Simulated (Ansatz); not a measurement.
Reaction (formal exchange of groups at the Si–Al bond): `F[SiH2][AlH2]` + `C=O` → `O=C[SiH2]F` + `[AlH3]`

Isolated molecules relaxed with PBE0-D4/def2-TZVP in Ansatz; ΔE leaves out vibrations. CCSD(T)/CBS adds triple-zeta CCSD(T) − MP2 to the extrapolated MP2 energy (def2 sets, frozen cores). This one scheme is used for every species. DFT in def2-TZVPP. HSE06 is defined as in plane-wave codes. Each species was taken in one conformer, which may not be the lowest.

`F[SiH2][AlH2]`:

Cartesian coordinates in Å:
```
F -0.463 -1.199 -1.797
Si 0.391 -0.835 -0.478
Al -0.522 1.147 0.673
H 0.386 -2.047 0.392
H 1.803 -0.633 -0.916
H -1.793 1.924 0.126
H 0.198 1.644 2.000
```

`C=O`:

```xyz
4

C     0.001   -0.005   -0.001
O    -0.117    1.177    0.137
H     0.514   -0.446   -0.879
H    -0.397   -0.726    0.742
```

`O=C[SiH2]F`:

```xyz
7

O    -1.556    0.329    1.237
C    -0.421    0.564    0.900
Si    0.282   -0.384   -0.610
F     1.790    0.075   -0.882
H     0.185    1.312    1.462
H     0.264   -1.834   -0.310
H    -0.543   -0.062   -1.797
```

`[AlH3]`:

Z-matrix (Å, degrees):
```
Al
H 1 1.586
H 1 1.586 2 120.0
H 1 1.586 2 120.0 3 -179.9
```

```json
{"level": "r2SCAN-D4", "ΔE (kcal/mol)": "3.1", "difference from CCSD(T)/CBS": "0.2"}
{"level": "r2SCAN0-D4", "ΔE (kcal/mol)": "3.5", "difference from CCSD(T)/CBS": "0.6"}
{"level": "B2PLYP", "ΔE (kcal/mol)": "2.3", "difference from CCSD(T)/CBS": "-0.6"}
{"level": "BLYP", "ΔE (kcal/mol)": "2.8", "difference from CCSD(T)/CBS": "-0.1"}
{"level": "HSE06", "ΔE (kcal/mol)": "5.0", "difference from CCSD(T)/CBS": "2.1"}
{"level": "BHLYP", "ΔE (kcal/mol)": "2.6", "difference from CCSD(T)/CBS": "-0.3"}
{"level": "CAM-B3LYP", "ΔE (kcal/mol)": "2.0", "difference from CCSD(T)/CBS": "-0.9"}
{"level": "LC-ωPBE", "ΔE (kcal/mol)": "3.7", "difference from CCSD(T)/CBS": "0.8"}
{"level": "RPA@PBE/def2-TZVPP", "ΔE (kcal/mol)": "2.7", "difference from CCSD(T)/CBS": "-0.2"}
{"level": "HF/CBS(def2)", "ΔE (kcal/mol)": "2.3", "difference from CCSD(T)/CBS": "-0.6"}
{"level": "CCSD(T)/CBS", "ΔE (kcal/mol)": "2.9", "difference from CCSD(T)/CBS": "0"}
```

**Question.** What do rigid-rotor, harmonic-oscillator terms from PBE0-D4/def2-TZVP frequencies (298.15 K, 1 bar) make of the CCSD(T)/CBS value? (Estimate.)

**Answer.** Computed: ΔZPE = -2.0 kcal/mol, ΔH = +0.9 kcal/mol, ΔS = -17 J/(mol·K), ΔG = +2.0 kcal/mol.

Largest T1 diagnostic among the species: 0.015.

Leaving LDA and LC-ωPBE aside and taking each functional with its dispersion term where it has one, the values, not all of them listed here, spread over 3.7 kcal/mol, from ωB97M-V to HSE06-D4. LDA lies −1.0 kcal/mol from PBE without D4.
